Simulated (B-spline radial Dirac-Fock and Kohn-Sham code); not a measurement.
**Elastic and transport cross sections of erbium for positrons**

Level of theory: relativistic (Dirac) partial waves in the static field of the Dirac-Fock atom, without polarisation or absorption potentials; a radial atomic solver. Below a few hundred eV the neglected polarisation potential matters, most of all at small angles. σ_tr1 and σ_tr2 weight the cross section with 1 − P₁ and 1 − P₂ of cos θ; "backward" is the share scattered beyond 90°.

```
energy (eV)  σ (a₀²)  σ_tr1 (a₀²)  σ_tr2 (a₀²)  σ/σ_tr1  backward (%)
        132     24.7         3.84         6.63     6.43           4.4
        237     19.1         2.52         4.42     7.57           3.6
        630     12.2         1.18         2.14     10.3           2.5
        844     10.6        0.925         1.70     11.5           2.2
       3170     5.42        0.273        0.543     19.9           1.0
       3500     5.15        0.246        0.494     20.9          0.95
       4290        ?            ?            ?        ?             ?
       5150     4.18        0.161        0.334     25.9          0.70
       7270     3.46        0.108        0.229     32.0          0.53
       8350     3.20       0.0914        0.196     35.0          0.47
      10400     2.82       0.0698        0.152     40.4          0.39
      19900     1.92       0.0299       0.0680     64.1          0.21
      22700     1.77       0.0250       0.0572     70.8          0.18
      28600     1.53       0.0181       0.0421     84.8          0.14
      29900     1.49       0.0170       0.0396     87.9          0.14
      47300     1.11      0.00869       0.0209      128         0.081
```

Task: Fill in the row for 4.29 keV.

Result: σ = 4.62 a₀², σ_tr1 = 0.198 a₀², σ_tr2 = 0.403 a₀², σ/σ_tr1 = 23.3, backward 0.81 %. The ratio σ/σ_tr1 is roughly the number of elastic collisions that randomise the direction.

Values without a named source are computed, but for edge energies of neutral atoms, which are taken from tables.
